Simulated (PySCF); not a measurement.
# Frontier levels across methods

Compound: 2-methylpyridine, C6H7N.
Structure used (PBE0-D3(BJ)/def2-SVP), in Å, numbered top down from 1:
```
atom  x, y, z in Å
C1     2.2571   -0.3054    0.1963
C2     0.7638   -0.2076    0.0947
C3     0.1194    1.0394    0.0814
C4    -1.2657    1.0851   -0.0133
C5    -1.9730   -0.1136   -0.0924
C6    -1.2464   -1.3012   -0.0723
N7     0.0804   -1.3514    0.0180
H8     2.7487    0.2069   -0.6459
H9     2.6254    0.1637    1.1224
H10    2.5543   -1.3613    0.1913
H11    0.7068    1.9588    0.1448
H12   -1.7896    2.0443   -0.0255
H13   -3.0622   -0.1295   -0.1676
H14   -1.7649   -2.2656   -0.1321
```

Basis pcSseg-1 throughout (PySCF), one geometry. Isolated species at its PBE0-D3(BJ)/def2-SVP geometry, gas phase.

Q: How do the orbital energies, the gap and the dipole change with the method?

A: 
```
 method                    kind  HOMO (eV)  LUMO (eV)  gap (eV)  μ (D)  SCF cycles
   BLYP                     GGA      -5.60      -1.43      4.17   1.88          15
   OPBE                     GGA      -5.71      -1.51      4.20   1.86          15
    PBE                     GGA      -5.72      -1.60      4.12   1.88          15
  B97-D                     GGA      -5.75      -1.50      4.25   1.89          15
   BP86                     GGA      -5.84      -1.70      4.15   1.89          15
    KT3                     GGA      -5.93      -1.51      4.42   1.82          15
   PBE0           global hybrid      -7.30      -0.66      6.64   1.95          14
wB97X-D  range-separated hybrid      -9.12       1.10     10.21   1.98          13
     HF            Hartree–Fock      -9.18       3.08     12.26   2.04          12
```

The HOMO spans 3.59 eV, from BLYP down to HF, and the gap runs from 4.12 eV (PBE) to 12.26 eV (HF). Over the methods BLYP (0 %), OPBE (0 %), PBE (0 %), B97-D (0 %), BP86 (0 %), KT3 (0 %), PBE0 (25 %), HF (100 %), a straight line through the gap against the share of exact exchange rises by 0.81 eV for each 10 % (correlation coefficient 0.998). The dipole ranges from 1.82 D (KT3) to 2.04 D (HF). This basis has no diffuse functions.

The vertical ΔSCF ionisation energy at CAM-B3LYP/def2-SVPD is 9.29 eV; −ε(HOMO) comes closest to it with HF (9.18 eV).
